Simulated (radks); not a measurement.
Question: Coherent X-ray form factor from a spherical all-electron density. Method: non-relativistic Kohn-Sham, PBEsol, spin-polarised, spherical densities, point nucleus; computed with a radial shooting solver on a logarithmic mesh with Libxc functionals.

sin(theta)/lambda (1/angstrom),f0 (electrons)
0.05,10.903
0.1,10.630
0.15,10.222
0.2,9.731
0.25,9.203
0.3,8.671
0.4,7.646
0.5,6.685
0.6,5.783
0.8,4.220
1,3.082
1.25,2.210
1.5,1.742
2,1.330

The species is in the configuration that NIST lists as its ground one. Which atom or ion scatters so?

Answer: The phosphorus ion P4+, [Ne] 3s1. Extrapolating in s^2 from the first two rows gives f0(0) = 11.0, near the electron count 11; among species with that count, the fall with angle is slower the higher Z, and the table is that of Z = 15; from so few rows the species is fixed only to a neighbour or two.
